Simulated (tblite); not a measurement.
**Question.** What does the GFN2-xTB structure of `C#C[C@@H](Cl)[C@H](Cl)[C@H]1[SiH2]C1` look like in three dimensions?

**Answer.** 
```
atom  x, y, z in Å
C1     2.954    0.649   -1.133
C2     2.322    0.061   -0.304
C3     1.545   -0.605    0.712
Cl4    1.419    0.481    2.151
C5     0.130   -0.953    0.242
Cl6    0.332   -2.211   -1.041
C7    -0.645    0.208   -0.294
C8    -1.544    0.971    0.694
Si9   -2.501    0.075   -0.654
H10    3.515    1.142   -1.869
H11    2.066   -1.503    1.058
H12   -0.413   -1.447    1.051
H13   -0.037    0.837   -0.935
H14   -1.430    2.046    0.685
H15   -1.555    0.589    1.706
H16   -3.003    0.839   -1.778
H17   -3.160   -1.167   -0.302
```

Any rigid rotation of these coordinates is as good. Atoms count from 1 in this order. Of the pairs four or more bonds apart, C2···H13 is among the closest relative to their van der Waals radii: 2.56 Å, 88 % of the sum of Bondi's values. Si9 (SiH2 silicon) has angles from 48.1° to 118.9°. The 3-membered ring C7–C8–Si9 has internal angles of 48.1° to 66.4°. The 5 C–C bonds span 1.197 Å (C1≡C2, drawn triple) to 1.539 Å (C7–C8, drawn single), a spread of 0.342 Å.

Bonds between heavy atoms (Å): C1≡C2 1.197, C2–C3 1.442, C3–Cl4 1.807, C3–C5 1.531, C5–Cl6 1.808, C5–C7 1.495, C7–C8 1.539, C8–Si9 1.880, C7–Si9 1.895.

Computed geometry: GFN2-xTB, gas phase.

Point group: C1 (no symmetry element, even within 0.4 Å). Its GFN2-xTB frequencies are all real (lowest 44 cm⁻¹). The numbers are those of one conformer (C2–C3–C5–Cl6 67°, C3–C5–C7–C8 -93°).

On one thread of an Arm Neoverse N1, shared host with 64 logical CPUs at a one-minute load of 60, this took 2.4 s of wall time. That covers the optimisation of the geometry.
